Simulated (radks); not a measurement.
Numerical settings for the platinum ion Pt+, [Xe] 4f14 5d9. Method: Dirac Kohn-Sham, BLYP, spin-unpolarised, spherical densities, finite nucleus; open shells fill j = l - 1/2 first; Fermi nuclear charge, rms radius 5.427 fm; computed with a radial shooting solver on a logarithmic mesh with Libxc functionals. The defaults (mesh step 0.008 in ln r, mesh end at 40 bohr or more with all orbitals vanishing there, Anderson mixing 0.5 over 9 steps, residual threshold near 1e-9 with the energy settled to 1e-9 hartree or 1e-11 of itself, here a cap of 53 iterations) give E = -18443.574 hartree and 5d5/2 at -13.655 eV in 16 iterations. Times are rough (one thread of a shared host). Changes against that run (0 stands for a change within the tolerance of the run):

setting                     iterations  converged  E (mhartree)  e(5d5/2) (meV)  CPU (s)
mesh step in ln r 0.005             16        yes             0               0     0.27
mesh step in ln r 0.05              15        yes        +0.143         -0.0146     0.04
mesh step in ln r 0.03              15        yes      +0.00712               0     0.05
mesh end (bohr) 1                   53         no     -7.09e+04       +2.03e+05      1.4
mesh end (bohr) 400                 16        yes             0               0     0.18
residual threshold 1e-13            26        yes             0               0     0.24
residual threshold 0.01              9        yes     +0.000641           +7.29     0.12
mixing 0.01                         27        yes             0               0     0.28
linear mixing, mixing 0.8           53         no      +1.3e+05       -3.58e+05      1.6
linear mixing, mixing 0.05          53         no         +1.21            -513     0.57
mixing history 3                    17        yes             0               0     0.18
iteration cap 2                      2         no     +2.61e+03       -1.98e+04     0.04

No run marked as converged misses the energy by more than 1 mhartree. A mesh that ends early acts as a hard wall.
